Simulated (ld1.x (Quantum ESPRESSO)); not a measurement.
**What the settings do to the PAW potential of Sc (Z = 21)**

Base potential:

ld1.x (Quantum ESPRESSO) 7.5 input, shortened:

```
&input
   title='Sc', zed=21., rel=1, dft='PBE', iswitch=3,
   config='[Ar] 3d1 4s2 4p0'
 /
 &inputp
   pseudotype=3, lpaw=.true., tm=.true., lloc=-1, rcloc=2.90,
   nlcc=.true., new_core_ps=.true., rcore=1.35,
   which_augfun='PSQ', rmatch_augfun_nc=.true.
 /
6
4S  1  0   2.00   0.00  2.80  3.25  0.0
4S  1  0   0.00   0.20  2.80  3.25  0.0
3P  2  1   6.00   0.00  1.75  2.10  0.0
4P  3  1   0.00   0.00  1.75  2.10  0.0
3D  3  2   1.00   0.00  1.50  1.80  0.0
3D  3  2   0.00   0.10  1.50  1.80  0.0
 &test
   configts(1)='3p6 3d1 4s2 4p0'
 /
```

Cutoffs, loose and tight: the cutoffs (Ry, on a coarse ladder) from which the occupation-weighted sum of valence levels, in a spherical-Bessel basis at the reference potential, stays within 10 and 1 mRy of its value at 400 Ry. They do not see the model core or the augmentation charge, which bear on the density cutoff. Test errors are all-electron minus pseudo excitation energies from the reference, over the configurations 3p6 3d1 4s1 4p0; 3p6 3d1 4s0 4p0; 3p6 3d0 4s0 4p0; 3p6 3d1 4s0 4p2; 3p6 3d1.5 4s1.5 4p0; 3p5 3d1 4s2 4p0; 3p6 3d1 4s1 4p1. A dash means not determined; rows that change the core or the reference have their own tests. The largest error is taken over the tests solved by every variant that gives reliable tests at all: 3p6 3d1 4s0 4p0; 3p6 3d1 4s0 4p2; 3p6 3d1 4s1 4p0.

```tsv
change	outcome	cutoff, loose	cutoff, tight	bound ghosts	largest test error (meV)
base	generated	30 Ry	35 Ry	none	-2.7
waves 3d (bound): rcut 1.50, rcutus 2.04 bohr; 3d channel at 0.1 Ry: rcut 1.50, rcutus 2.04 bohr	generated	21 Ry	35 Ry	none	-2.7
local potential all-electron potential smoothed inside 2.75 bohr (lloc = -1)	generated	30 Ry	35 Ry	none	-2.6
functional revPBE	generated	30 Ry	35 Ry	none	-2.7
waves 3p (bound): rcut 1.42, rcutus 1.50 bohr; 4p (bound): rcut 1.42, rcutus 1.50 bohr	generated	35 Ry	60 Ry	none	-2.7
core correction Bessel-smoothed model core inside 0.80 bohr	generated	30 Ry	35 Ry	none	-2.7
```

(1) What comes out with this change to the base: all radii but the core radius scaled by about 0.94 (s 3.06, p 1.98, d 1.70 bohr, rcut 2.64/1.66/1.42); local potential all-electron potential smoothed inside 2.74 bohr (lloc = -1)?

Answers

(1) outcome: generated; cutoff, loose: 30 Ry; cutoff, tight: 40 Ry; bound ghosts: none; largest test error (meV): -2.7.
